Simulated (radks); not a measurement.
Values are calculated unless marked as measured or tabulated.
The technetium ion Tc2+, [Kr] 4d5. Level of theory: non-relativistic Kohn-Sham, exchange-only B88, spin-polarised, spherical densities, point nucleus (a radial shooting solver on a logarithmic mesh with Libxc functionals). Every spin shell is full or empty, so the densities are truly spherical. Functionals are evaluated on that one density, not self-consistently. Rank these orbital-free kinetic functionals by their error against the exact value of the orbitals, and give that value: Thomas-Fermi, von Weizsacker, TF + vW, TF + vW/9, TF + vW/5, LC94, APBEK, revAPBEK, Perdew 92, Thakkar, Pearson, LKT, PG1, DePristo-Kress, Ernzerhof.

Answer. Exact: 4204.09 hartree. From best to worst, with 100 (|E| - |E exact|)/|E exact| (equal figures are ties): DePristo-Kress -0.06, LC94 +0.08, APBEK +0.14, revAPBEK +0.34, Ernzerhof -0.37, Thakkar -0.51, Perdew 92 -0.67, TF + vW/9 -0.68, Pearson -0.96, TF + vW/5 +3.21, Thomas-Fermi -5.53, PG1 +16.05, LKT +20.37, TF + vW +38.18, von Weizsacker -56.29.
